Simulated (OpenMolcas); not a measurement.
## Levels of Al2+ by method

- Program: OpenMolcas 26.06
- Basis: ANO-R2 [5s5p3d1f]
- Scalar Hamiltonian: X2C, finite nucleus
- Active space: 1 electron in 4 orbitals (3s 3p)
- State averaging: 2S+1 = 2 even, 1 root; 2S+1 = 2 odd, 3 roots
- Spin-orbit coupling: RASSI with atomic mean-field integrals over the reference wave functions, term energies averaged over their components

Methods on the same reference wave functions:
A. CASSCF
B. SS-CASPT2, IPEA 0.25 Eh, imaginary shift 0.1 Eh (closed shells correlated: 2s 2p)

Energies in cm⁻¹ above 3s ²S_1/2, the measured ground level; measured values from NIST levels in Kelleher and Podobedova, J. Phys. Chem. Ref. Data 37, 709 (2008).

| Level | A | B | Measured |
| --- | --- | --- | --- |
| 3s ²S_1/2 | 0.0 | 0.0 | 0.0 |
| 3p ²P°_1/2 | 52504 | 52994 | 53683 |
| 3p ²P°_3/2 | 52697 | 53187 | 53917 |

Deviations, from unrounded energies. A percentage is the sum of absolute deviations over the sum of measured energies, with the sign that they share, or ± where signs differ.

| Against measurement | Levels | A | B |
| --- | --- | --- | --- |
| mean absolute deviation (cm-1) | 2 | 1200 | 710 |
| other configurations (%) | 2 | -2.2 | -1.3 |

B lies closest to measurement on these levels. The largest miss of B in the table is 3p ²P°_3/2, by -730 cm-1. The ranking rests on the paired levels alone, and a cruder setting can come out closer through cancelling errors.

The lowest spin-free term lies below A's lowest term by 0.204 hartree in B.

With one active electron the reference holds no correlation, so core polarisation is missing (holds for A). With one active electron, CASPT2 adds the correlation within the correlated inactive shells and between them and that electron, and leaves the splitting within a term as the reference gives it (holds for B). Computed and measured levels are paired by configuration, term and J; levels that our copy of the source lacks, or whose pairing is in doubt (as where it misses far off the trend of its configuration), stay unpaired and out of the deviations. Only configurations of the active space appear.

° marks odd parity.
